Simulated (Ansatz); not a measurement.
**Molecular dynamics of CH2BIO**

Input file:

```yaml
crystal:
  periodic: [false, false, false]
  atoms:
    - { symbol: O, position_ang: [-1.075859, 0.914358, -0.092627] }
    - { symbol: C, position_ang: [0.027722, 0.436208, -0.611261] }
    - { symbol: B, position_ang: [0.090518, -0.897141, 0.115329] }
    - { symbol: I, position_ang: [1.668156, -1.354128, 1.466842] }
    - { symbol: H, position_ang: [0.601666, 1.089208, -1.293973] }
    - { symbol: H, position_ang: [-1.312202, -0.188504, 0.415691] }
basis:
  gaussian: { orbitals: def2-SVP }
hamiltonian:
  xc: pbe
md:
  timestep: 0.5
  n_steps: 200
  ensemble: nve
  temperature: 100.0
  initial_velocities: maxwell_boltzmann
  seed: 7792
```

Command:

```bash
$ ansatz run input.yaml --threads 1 --pin off --max-ram 2048MiB --backend cpu --events-out ev --progress --plain --runs-dir out
```

It starts at the highest image of a converged band. Of that band: Neighbouring images differ by up to 1.5 eV, so the band resolves the path poorly. A vibrational analysis at the climbing image gives one clearly imaginary mode, 2031i cm⁻¹: a first-order saddle point.

Output, in part (one step line in 7, the closing report, with atoms numbered from 0):

```
md step     0: t =     0.00 fs  T =   100.0 K  F+E_penalty+E_count = -11882.53664011 eV  E_kin = 0.051704 eV  conserved = -11882.48493611 eV  (43 SCF iters)
md step     7: t =     3.50 fs  T =   160.2 K  F+E_penalty+E_count = -11882.56737886 eV  E_kin = 0.082812 eV  conserved = -11882.48456643 eV  (35 SCF iters)
md step    14: t =     7.00 fs  T =  1033.7 K  F+E_penalty+E_count = -11883.01771178 eV  E_kin = 0.534458 eV  conserved = -11882.48325330 eV  (30 SCF iters)
md step    21: t =    10.50 fs  T =  3831.6 K  F+E_penalty+E_count = -11884.46923986 eV  E_kin = 1.981068 eV  conserved = -11882.48817141 eV  (30 SCF iters)
md step    28: t =    14.00 fs  T =  4967.0 K  F+E_penalty+E_count = -11885.05761961 eV  E_kin = 2.568134 eV  conserved = -11882.48948592 eV  (30 SCF iters)
md step    35: t =    17.50 fs  T =  3170.5 K  F+E_penalty+E_count = -11884.12439589 eV  E_kin = 1.639292 eV  conserved = -11882.48510426 eV  (30 SCF iters)
md step    42: t =    21.00 fs  T =  2351.5 K  F+E_penalty+E_count = -11883.70035496 eV  E_kin = 1.215813 eV  conserved = -11882.48454229 eV  (30 SCF iters)
md step    49: t =    24.50 fs  T =  3574.8 K  F+E_penalty+E_count = -11884.33673399 eV  E_kin = 1.848340 eV  conserved = -11882.48839383 eV  (31 SCF iters)
md step    56: t =    28.00 fs  T =  3252.7 K  F+E_penalty+E_count = -11884.16349611 eV  E_kin = 1.681785 eV  conserved = -11882.48171088 eV  (31 SCF iters)
md step    63: t =    31.50 fs  T =  3805.9 K  F+E_penalty+E_count = -11884.45429777 eV  E_kin = 1.967798 eV  conserved = -11882.48649933 eV  (30 SCF iters)
md step    70: t =    35.00 fs  T =  3447.7 K  F+E_penalty+E_count = -11884.26715042 eV  E_kin = 1.782619 eV  conserved = -11882.48453092 eV  (31 SCF iters)
md step    77: t =    38.50 fs  T =  4539.0 K  F+E_penalty+E_count = -11884.83429993 eV  E_kin = 2.346863 eV  conserved = -11882.48743713 eV  (30 SCF iters)
md step    84: t =    42.00 fs  T =  4032.6 K  F+E_penalty+E_count = -11884.56453419 eV  E_kin = 2.084993 eV  conserved = -11882.47954163 eV  (30 SCF iters)
md step    91: t =    45.50 fs  T =  5379.9 K  F+E_penalty+E_count = -11885.27114517 eV  E_kin = 2.781624 eV  conserved = -11882.48952151 eV  (30 SCF iters)
md step    98: t =    49.00 fs  T =  4943.2 K  F+E_penalty+E_count = -11885.04393511 eV  E_kin = 2.555833 eV  conserved = -11882.48810218 eV  (29 SCF iters)
md step   105: t =    52.50 fs  T =  4465.7 K  F+E_penalty+E_count = -11884.79436823 eV  E_kin = 2.308965 eV  conserved = -11882.48540366 eV  (30 SCF iters)
md step   112: t =    56.00 fs  T =  3600.5 K  F+E_penalty+E_count = -11884.34803383 eV  E_kin = 1.861617 eV  conserved = -11882.48641671 eV  (31 SCF iters)
md step   119: t =    59.50 fs  T =  2946.9 K  F+E_penalty+E_count = -11884.01764569 eV  E_kin = 1.523646 eV  conserved = -11882.49399995 eV  (31 SCF iters)
md step   126: t =    63.00 fs  T =  1492.4 K  F+E_penalty+E_count = -11883.26025538 eV  E_kin = 0.771609 eV  conserved = -11882.48864620 eV  (30 SCF iters)
md step   133: t =    66.50 fs  T =  1901.1 K  F+E_penalty+E_count = -11883.47018687 eV  E_kin = 0.982920 eV  conserved = -11882.48726735 eV  (30 SCF iters)
md step   140: t =    70.00 fs  T =  2385.2 K  F+E_penalty+E_count = -11883.71718210 eV  E_kin = 1.233259 eV  conserved = -11882.48392309 eV  (29 SCF iters)
md step   147: t =    73.50 fs  T =  3368.4 K  F+E_penalty+E_count = -11884.23194426 eV  E_kin = 1.741607 eV  conserved = -11882.49033739 eV  (29 SCF iters)
md step   154: t =    77.00 fs  T =  2515.2 K  F+E_penalty+E_count = -11883.78948622 eV  E_kin = 1.300437 eV  conserved = -11882.48904965 eV  (29 SCF iters)
md step   161: t =    80.50 fs  T =  2542.5 K  F+E_penalty+E_count = -11883.80189980 eV  E_kin = 1.314567 eV  conserved = -11882.48733307 eV  (29 SCF iters)
md step   168: t =    84.00 fs  T =  2273.3 K  F+E_penalty+E_count = -11883.65659392 eV  E_kin = 1.175406 eV  conserved = -11882.48118775 eV  (29 SCF iters)
md step   175: t =    87.50 fs  T =  3605.4 K  F+E_penalty+E_count = -11884.35621848 eV  E_kin = 1.864123 eV  conserved = -11882.49209503 eV  (27 SCF iters)
md step   182: t =    91.00 fs  T =  2038.3 K  F+E_penalty+E_count = -11883.54166781 eV  E_kin = 1.053877 eV  conserved = -11882.48779099 eV  (29 SCF iters)
md step   189: t =    94.50 fs  T =  2027.6 K  F+E_penalty+E_count = -11883.53650044 eV  E_kin = 1.048341 eV  conserved = -11882.48815905 eV  (29 SCF iters)
md step   196: t =    98.00 fs  T =  2658.9 K  F+E_penalty+E_count = -11883.86082208 eV  E_kin = 1.374751 eV  conserved = -11882.48607132 eV  (28 SCF iters)
md step   200: t =   100.00 fs  T =  3943.3 K  F+E_penalty+E_count = -11884.53036808 eV  E_kin = 2.038844 eV  conserved = -11882.49152371 eV  (26 SCF iters)
Total energy: -11884.53039640 eV, -436.7484364438 hartree
Atom 0 at    -0.602247     1.349486    -0.322371 Å, force     2.230338     2.259623    -1.528730 eV/Å
Atom 1 at    -1.344829     0.677865     0.166671 Å, force    -2.337998    -2.107585     1.504152 eV/Å
Atom 2 at     0.622066    -1.639645    -0.278635 Å, force     0.705198    -1.411670    -0.183261 eV/Å
Atom 3 at     1.677549    -1.332748     1.459823 Å, force     0.512148     0.176734     1.549530 eV/Å
Atom 4 at     1.025288    -0.815454    -1.021797 Å, force    -0.651113     0.336746    -1.006521 eV/Å
Atom 5 at     0.218922    -2.798585    -0.370980 Å, force    -0.458572     0.746152    -0.335170 eV/Å
Dipole moment:    -0.005381     0.091136    -0.057071 e Å
```

The run went to its last step. The conserved energy stayed within 1.7 meV per atom of its start (net change -1.1 meV per atom), so the integration is sound. The system heated up, since it started high on the potential surface and ran downhill. A run of 0.1 ps of so small a system gives no equilibrium averages. The orbitals stay closed-shell, which can raise the energy where a bond breaks towards radicals; this wasn't checked here.

The step under study would form C2–H6 and break B3–H6. These pairs go: C2–H6 1.80 → 3.85 Å, B3–H6 1.60 → 1.23 Å. In the last frame they stand as before the step (other bonds may differ from the relaxed reactants and products). These pairs come and go: their bonding changes 11 times, last at 92 of 100 fs, so the outcome isn't settled. Also parted: C2–B3 1.52 → 3.07 Å, C2–H5 1.11 → 3.04 Å. Also joined: B3–H5 2.49 → 1.18 Å. It ends as BH2I + CO. Pairs count as bonded within 1.25 times the sum of covalent radii (0.12 Å more for H–H).

Last frame:

```xyz
6
Properties=species:S:1:pos:R:3
O -0.602 1.349 -0.322
C -1.345 0.678 0.167
B 0.622 -1.640 -0.279
I 1.677 -1.333 1.460
H 1.025 -0.816 -1.022
H 0.219 -2.799 -0.371
```

Run time: 6.3 min on 1 thread of Arm Neoverse V1, on a shared host, peak memory 0.13 GiB.
